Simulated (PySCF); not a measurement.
C2H7NSi2, SMILES [SiH3][C@H]1N=C[SiH2]1.

Geometry optimised at B3LYP-D3(BJ)/def2-SVP. The structure was generated by enumeration; whether it is a known compound was not checked.

All values below come from TDDFT-CAM-B3LYP/def2-SVPD (PySCF 2.14.0).

Vertical excitations. The molecule is in vacuum.

Q: List the lowest excited states. (An estimate is asked for; the answer gives what the named calculation found.)

A: 
```json
[
 {"state": "S1", "energy (eV)": "4.20", "λ (nm)": "296", "f": "0.000", "main pairs": "HOMO→LUMO 96 %"},
 {"state": "S2", "energy (eV)": "5.78", "λ (nm)": "215", "f": "0.001", "main pairs": "HOMO→LUMO+1 90 %"},
 {"state": "S3", "energy (eV)": "6.06", "λ (nm)": "205", "f": "0.019", "main pairs": "HOMO−1→LUMO 64 %, HOMO−2→LUMO 25 %"},
 {"state": "S4", "energy (eV)": "6.73", "λ (nm)": "184", "f": "0.007", "main pairs": "HOMO→LUMO+3 48 %, HOMO→LUMO+2 42 %"},
 {"state": "S5", "energy (eV)": "6.80", "λ (nm)": "182", "f": "0.083", "main pairs": "HOMO−2→LUMO 63 %, HOMO−1→LUMO 25 %"},
 {"state": "S6", "energy (eV)": "7.03", "λ (nm)": "176", "f": "0.005", "main pairs": "HOMO−1→LUMO+1 36 %, HOMO→LUMO+2 32 %, HOMO→LUMO+3 20 %"},
 {"state": "S7", "energy (eV)": "7.15", "λ (nm)": "173", "f": "0.084", "main pairs": "HOMO−1→LUMO+1 59 %, HOMO→LUMO+2 18 %, HOMO→LUMO+3 11 %"},
 {"state": "S8", "energy (eV)": "7.59", "λ (nm)": "163", "f": "0.034", "main pairs": "HOMO−2→LUMO+1 44 %, HOMO→LUMO+5 22 %, HOMO→LUMO+4 11 %, HOMO→LUMO+6 7 %"},
 {"state": "S9", "energy (eV)": "7.69", "λ (nm)": "161", "f": "0.016", "main pairs": "HOMO→LUMO+4 52 %, HOMO−2→LUMO+1 14 %"},
 {"state": "S10", "energy (eV)": "7.78", "λ (nm)": "159", "f": "0.020", "main pairs": "HOMO→LUMO+5 34 %, HOMO−1→LUMO+3 21 %, HOMO−1→LUMO+2 12 %, HOMO→LUMO+4 8 %"},
 {"state": "T1", "energy (eV)": "3.37", "λ (nm)": "368", "f": "0", "main pairs": "HOMO→LUMO 94 %"},
 {"state": "T2", "energy (eV)": "4.36", "λ (nm)": "285", "f": "0", "main pairs": "HOMO−1→LUMO 64 %, HOMO−2→LUMO 18 %"},
 {"state": "T3", "energy (eV)": "5.55", "λ (nm)": "223", "f": "0", "main pairs": "HOMO→LUMO+1 92 %"},
 {"state": "T4", "energy (eV)": "5.86", "λ (nm)": "212", "f": "0", "main pairs": "HOMO−2→LUMO 62 %, HOMO−1→LUMO 24 %"}
]
```
Triplets are in the Tamm–Dancoff approximation, which puts them higher than full response would, so one can lie above its singlet here.
